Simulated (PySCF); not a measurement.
# Name the molecule from its bond curve

A diatomic of charge +1 contains Ge. Its quartet curve at LDA in a triple-zeta basis (no relativity, PySCF), in eV from the separated fragments:

```
R (Å)  E (eV)
2.019  -3.356
2.113  -3.802
2.207  -4.041
2.278  -4.123
2.348  -4.143
2.418  -4.116
2.512  -4.029
2.630  -3.865
2.771  -3.627
2.958  -3.288
```

The fit gives ωe = 360 cm⁻¹ and the rotational constant Bₑ = 0.1518 cm⁻¹.

Q: Which atom is the partner?

A: The minimum lies at 2.339 Å, so the reduced mass is 16.8576 u Å² cm⁻¹/(Bₑ·Re²) = 20.30 u. With Ge at 73.92 u the partner weighs about 28.0 u: Si. The molecule is SiGe⁺.

Spin–orbit coupling is left out. The state is the lowest determinant that a PBE0 search found; another state may lie lower at other levels.
